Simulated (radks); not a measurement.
Results of a calculation; reference values are marked as such.
Problem. The mean radii <r> (bohr) of the occupied orbitals of an atom or ion are listed with their occupations. Code: a radial shooting solver on a logarithmic mesh with Libxc functionals. Model: scalar-relativistic Kohn-Sham, PBEsol, spin-unpolarised, spherical densities, point nucleus.

| orbital | occ. | <r> |
|---|---|---|
| 1s | 2 | 0.03918 |
| 2s | 2 | 0.1726 |
| 2p | 6 | 0.1504 |
| 3s | 2 | 0.4924 |
| 3p | 6 | 0.4988 |
| 3d | 10 | 0.4984 |
| 4s | 2 | 1.355 |
| 4p | 6 | 1.561 |
| 5s | 1 | 3.890 |

Name the element and its charge.

Solution. Z = 38, strontium, charge +1: Sr+ in [Kr] 5s1. The 1s radius gives Z: for a bare nucleus <r> = (2 gamma + 1)/(2Z) with gamma = sqrt(1 - (Z/c)^2), 0.03844 bohr for Z = 38, and screening makes it slightly larger (0.03918 here). The occupations add up to 37, and the charge is Z minus that.
